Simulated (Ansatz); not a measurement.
Isolated molecules relaxed with PBE0-D4/def2-TZVP in Ansatz; ΔE leaves out vibrations. CBS: MP2 limit from def2 TZ/QZ plus the TZ coupled-cluster correction, frozen cores. This one scheme is used for every species. Functionals use def2-TZVPP. For Ge outer-core shells are correlated without core-valence functions, which leaves a few kJ/mol of doubt a bond. Scalar relativity is left out up to krypton. One conformer a species, not always the lowest.

`C=C[CH2][GeH3]` + `[Cl][AlH][Cl]` → `[Cl][Al]([Cl])[GeH3]` + `C=CC`  (formal exchange of groups at a Ge–C bond)

`C=C[CH2][GeH3]`:

```xyz
12

C    -0.473   -1.996   -0.266
C    -0.833   -0.718   -0.233
C    -0.318    0.296    0.721
Ge    0.934    1.536   -0.165
H     0.231   -2.405    0.452
H    -0.871   -2.676   -1.009
H    -1.540   -0.356   -0.977
H     0.210   -0.172    1.555
H    -1.130    0.903    1.132
H     0.259    2.158   -1.400
H     2.187    0.766   -0.612
H     1.343    2.663    0.802
```

`[Cl][AlH][Cl]`:

```xyz
4

Cl   -0.862    1.219   -1.349
Al    0.052    0.060    0.120
Cl    0.193   -1.993   -0.194
H     0.617    0.714    1.422
```

`[Cl][Al]([Cl])[GeH3]`:

```xyz
7

Cl   -2.604    0.431    1.394
Al   -1.256    0.362   -0.202
Cl   -1.990    0.884   -2.087
Ge    1.080   -0.307    0.154
H     1.751    0.638    1.165
H     1.138   -1.732    0.732
H     1.881   -0.276   -1.156
```

`C=CC`:

Z-matrix (Å, degrees):
```
C
C 1 1.490
H 1 1.095 2 111.0
H 1 1.095 2 111.0 3 118.3
H 1 1.092 2 111.5 3 -120.8
C 2 1.325 1 125.1 3 120.8
H 2 1.088 1 116.2 3 -59.2
H 6 1.084 2 121.6 1 -180.0
H 6 1.086 2 121.4 1 0.0
```

| level | ΔE (kJ/mol) |
| --- | --- |
| B97M-V | -42.2 |
| PBE0-D4 | -56.0 |

Question: What does CCSD(T)/CBS give? (Best estimate.)

Answer: Ansatz gave: -46.9 kJ/mol. The listed levels differ from it by 4.7, -9.1 kJ/mol.

Largest T1 diagnostic among the species: 0.011.

From BLYP to BHLYP (50 % exact exchange), in def2-TZVPP and without D4, ΔE moves by +4.4 kJ/mol. Leaving LDA and LC-ωPBE aside and taking each functional with its dispersion term where it has one, the values, not all of them listed here, spread over 15.4 kJ/mol, from PBE-D4 to B97M-V. LDA lies +3.7 kJ/mol from PBE without D4.
